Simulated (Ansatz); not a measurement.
Diatomic SbAu, multiplicity 3 (lowest of 2S+1 = 1, 3, 5 at CCSD(T)/def2-TZVPP on PBE0 minima; our sources give no spin for the ground state, which may be another). No spin–orbit coupling.

The constants come from a fifth-degree fit in 1/R (seven points, main isotopes). In def2 and cc sets the state is the lowest found near the PBE0 minimum, followed along R.

Run with Ansatz (Gaussian orbitals). Values without a source in brackets are computed. In def2 rows elements past Kr take small-core potentials, without spin–orbit coupling.

Energies at SVWN5/def2-TZVPP:

| R (Å) | E (hartree) |
|---|---|
| 2.338272 | -375.45279337 |
| 2.401129 | -375.45609480 |
| 2.458957 | -375.45696481 |
| 2.524329 | -375.45605418 |
| 2.589700 | -375.45364512 |
| 2.665128 | -375.44953925 |
| 2.753127 | -375.44355141 |

**Question.** With a reduced mass of 74.9174 u, find the minimum, the force constant and the constants.

**Answer.** A fifth-degree polynomial in 1/R puts the minimum at r_e = 2.4591 Å with force constant 206 N/m. Then ω_e = (1/2πc)√(k/μ) = 216 cm⁻¹ and B_e = h/(8π²cμr_e²) = 0.03721 cm⁻¹; the cubic and quartic terms give α_e = 0.00011 and ω_e x_e = 0.48 cm⁻¹.

Ansatz is a first-principles code.
